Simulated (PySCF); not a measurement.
Ga (SMILES [Ga]), doublet; PySCF with WB97X-V/def2-SVPD.

Here is a job for PySCF.
```python
from pyscf import gto, scf, dft

mol = gto.M(
    atom='''
Ga    0.000000    0.000000    0.000000
''',
    basis='def2-svpd',
    charge=0,
    spin=1,
    verbose=4,
)

mf = dft.UKS(mol)
mf.xc = 'wb97x_v'
mf.kernel()
```

### Question
Write the output that PySCF gives for this input, abridged.

### Answer

```
PySCF version 2.14.0

[INPUT] verbose = 4
[INPUT] num. atoms = 1
[INPUT] num. electrons = 31
[INPUT] charge = 0
[INPUT] spin (= nelec alpha-beta = 2S) = 1
[INPUT] symmetry False subgroup None
[INPUT] Mole.unit = angstrom
[INPUT] Symbol           X                Y                Z      unit          X                Y                Z       unit  Magmom
[INPUT]  1 Ga     0.000000000000   0.000000000000   0.000000000000 AA    0.000000000000   0.000000000000   0.000000000000 Bohr   0.0

nuclear repulsion = 0
number of shells = 14
number of NR pGTOs = 80
number of NR cGTOs = 38
basis = def2-svpd
ecp = {}

******** <class 'pyscf.dft.uks.UKS'> ********
method = UKS
initial guess = minao
damping factor = 0
level_shift factor = 0
DIIS = <class 'pyscf.scf.diis.CDIIS'>
diis_start_cycle = 1
diis_space = 8
diis_damp = 0
SCF conv_tol = 1e-09
SCF conv_tol_grad = None
SCF max_cycles = 50
direct_scf = True
direct_scf_tol = 1e-13
number electrons alpha = 16  beta = 15
XC library pyscf.dft.libxc version 7.1.2
    S. Lehtola, C. Steigemann, M. J. T. Oliveira, and M. A. L. Marques,  SoftwareX 7, 1–5 (2018)
XC functionals = wb97x_v
    N. Mardirossian and M. Head-Gordon,  Phys. Chem. Chem. Phys. 16, 9904–9924 (2014)
radial grids:
    Treutler-Ahlrichs [JCP 102, 346 (1995); DOI:10.1063/1.469408] (M4) radial grids

becke partition: Becke, JCP 88, 2547 (1988); DOI:10.1063/1.454033
pruning grids: <function nwchem_prune>
grids dens level: 3
symmetrized grids: False
atomic radii adjust function: <function treutler_atomic_radii_adjust>
** Following is NLC and NLC Grids **
NLC functional = wb97x_v
radial grids:
    Treutler-Ahlrichs [JCP 102, 346 (1995); DOI:10.1063/1.469408] (M4) radial grids

becke partition: Becke, JCP 88, 2547 (1988); DOI:10.1063/1.454033
pruning grids: <function nwchem_prune>
grids dens level: 3
symmetrized grids: False
atomic radii adjust function: <function treutler_atomic_radii_adjust>
small_rho_cutoff = 0
Set gradient conv threshold to 3.16228e-05
tot grids = 20904
tot grids = 20904
init E= -1923.74652844607

cycle= 1 E= -1924.36462440469  delta_E= -0.618  |g|= 0.198  |ddm|= 0.757
cycle= 2 E= -1924.36807363155  delta_E= -0.00345  |g|= 0.198  |ddm|= 0.307
cycle= 3 E= -1924.37578430618  delta_E= -0.00771  |g|= 0.00953  |ddm|= 0.115
cycle= 4 E= -1924.37597965925  delta_E= -0.000195  |g|= 0.00211  |ddm|= 0.0396
cycle= 5 E= -1924.37598449442  delta_E= -4.84e-06  |g|= 0.000256  |ddm|= 0.00791
cycle= 6 E= -1924.37598465569  delta_E= -1.61e-07  |g|= 4.06e-05  |ddm|= 0.00184
cycle= 7 E= -1924.3759846598  delta_E= -4.11e-09  |g|= 6.58e-06  |ddm|= 0.000293
cycle= 8 E= -1924.37598465986  delta_E= -5.96e-11  |g|= 4.83e-07  |ddm|= 3.16e-05
Extra cycle  E= -1924.37598465986  delta_E=    0  |g|= 2.14e-07  |ddm|= 2.07e-06
converged SCF energy = -1924.37598465986  <S^2> = 0.75376465  2S+1 = 2.0037611
```
